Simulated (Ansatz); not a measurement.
A trace of molecular dynamics of F₄Hf (5 atoms, charge 0, multiplicity 1).

All numbers below come from RKS B3LYP-D4/def2-SVP (Ansatz 0.2.0).

```yaml
ensemble: NVE (velocity Verlet)
starting_velocities_drawn_for: 100 K
seed: 120154
```

```csv
time (fs),T (K),potential energy less start (eV),conserved less start (meV/atom)
0,100,0.000,0.00
28,54,0.018,0.01
56,13,0.034,0.03
84,46,0.021,0.04
112,68,0.013,0.04
140,28,0.028,0.03
168,32,0.026,0.01
196,87,0.005,0.00
224,82,0.007,0.01
252,23,0.030,0.03
280,22,0.030,0.04
308,68,0.013,0.04
336,53,0.018,0.03
364,24,0.029,0.02
392,58,0.016,0.01
420,91,0.003,0.01
448,50,0.019,0.02
476,12,0.034,0.04
504,49,0.020,0.04
532,71,0.011,0.03
560,39,0.024,0.02
588,34,0.026,0.01
```

Problem. Can this run be trusted? Judge the integration.

Solution. The conserved energy stayed within 0.046 meV per atom of its start (net change 0.033 meV per atom), so the integration is sound. Over the second half the temperature averaged 0.50 of the 100 K drawn at the start: a run that starts near a minimum puts about half its kinetic energy into the potential. A run of 0.6 ps of so small a system gives no equilibrium averages. The time step was 2 fs.

Run time: 12 min on 2 threads of Arm Neoverse V1, with other jobs on the host, peak memory 0.17 GiB.
